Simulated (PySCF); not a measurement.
Work out the structure from these simulated measurements.

Formula: C3H7BF5N.

* Rotational structure: rotational constants A, B, C: 2.279, 0.812, 0.770 GHz [PBE0-D3(BJ)/def2-SVP]
* 13C NMR: chemical shifts (computed TMS as zero) by class: 125.9 (1 C), 118.1 (1 C), 50.9 (1 C) ppm [GIAO CAM-B3LYP/pcSseg-1]
* Polarisability: 69.2 au [PBE0/def2-SVPD]
* Valence photoelectron: vertical ionisation energy: 10.60 eV [ΔSCF PBE0/def2-SVPD]
* Dipole: 3.22 D [PBE0/def2-SVPD]
* NMR, other nuclei: isotropic shieldings of nuclei other than C and H, by class: 120 (1 B), 222 (1 N), 277 (3 F), 324 (2 F) ppm [GIAO CAM-B3LYP/pcSseg-1]
* UV, strongest line: among the 10 lowest singlet transitions: S8 at 8.31 eV (149 nm, f = 0.082) [TDDFT PBE0/def2-SVPD]
* Triplet: lowest triplet excitation (Tamm–Dancoff): 6.59 eV [TDA PBE0/def2-SVPD]
* 1H NMR: chemical shifts (computed TMS as zero) by class: 3.12 (2 H), 2.88 (2 H), 2.19 (3 H) ppm [GIAO CAM-B3LYP/pcSseg-1]
* UV, first state: lowest singlet excitation: 6.74 eV (184 nm, f = 0.013) [TDDFT PBE0/def2-SVPD]

The electronic properties come from PySCF, for the isolated species, density fitting. Levels stand in brackets. The structure is a single PBE0-D3(BJ)/def2-SVP conformer in the gas phase; no vibrational or solvent corrections. Each NMR value is the plain mean over a class of atoms that symmetry, rotation or inversion makes alike.

Task: What is the compound? Reason from the data.

Result: Numbering: `[BH3-:1][NH2+:2][CH2:3][C:4]([F:5])([F:6])[C:7]([F:8])([F:9])[F:10]`. 3 carbons fall into 3 classes; from least to most shielded: CF3 carbon [C7] (125.9 ppm), CF2 carbon [C4] (118.1 ppm), sp3 carbon bound to nitrogen [C3] (50.9 ppm). Hydrogen classes from least to most shielded: 2 H on an sp3 carbon bound to nitrogen, C3 (3.12 ppm), 2 H on a nitrogen bonded to B, C and 2 H, N2 (2.88 ppm), 3 H on a four-coordinate boron, B1 (2.19 ppm). The other shieldings belong to: 120 ppm, four-coordinate boron [B1]; 222 ppm, nitrogen bonded to B, C and 2 H [N2]; 277 ppm, fluorine of a CF3 group [F8/F9/F10]; 324 ppm, fluorine of a CF2 group [F5/F6]. The optimised geometry has point group Cs and is an asymmetric top. Structure: `[BH3-][NH2+]CC(F)(F)C(F)(F)F`. The assignments are read from this structure; whether some other isomer fits the data as well wasn't checked.

Shape of the structure used: `[BH3-:1][NH2+:2][CH2:3][C:4]([F:5])([F:6])[C:7]([F:8])([F:9])[F:10]`: B1–N2–C3–C4 180°, N2–C3–C4–F5 -58°, C3–C4–C7–F8 179°.
